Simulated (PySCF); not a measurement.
MF2+ across group 14

Level: PBE0, basis family def2-TZVP, scalar-relativistic core potentials from Rb on and no relativity for lighter atoms.

Each entry is the lowest minimum that a search over a few typed start shapes (and spin states, where more than one is plausible) found, or that minimum re-optimised at the stated level; isomers with ligand–ligand bonds, or fragments after loss of a ligand pair, can lie lower. Open shells are unrestricted; no spin–orbit coupling; PySCF with density fitting.

```
molecule  2S+1  point group  mean bond to the central atom (Å)  highest ω (cm⁻¹)  distinct angles (°)  dipole (D)  lowest ω (cm⁻¹)
    CF₂⁺     2          C2v                              1.214              1727                  125        1.05              650
   SiF₂⁺     2          C2v                              1.533              1132                  120        2.88              289
   GeF₂⁺     2          C2v                              1.677               802                  117        2.58              201
   SnF₂⁺     ?            ?                                  ?                 ?                    ?           ?                ?
```

Question: Fill in the row of SnF₂⁺.

Answer: 2S+1: 2; point group: C2v; mean bond to the central atom (Å): 1.874; highest ω (cm⁻¹): 660; distinct angles (°): 117; dipole (D): 3.05; lowest ω (cm⁻¹): 134.

The bond lengthens at every step; the largest change, 0.319 Å, falls between CF₂⁺ and SiF₂⁺ among the members listed.

Left out of the table are members whose search was unfinished or whose lowest solution was spin-contaminated, unstable, very soft or bonded differently.
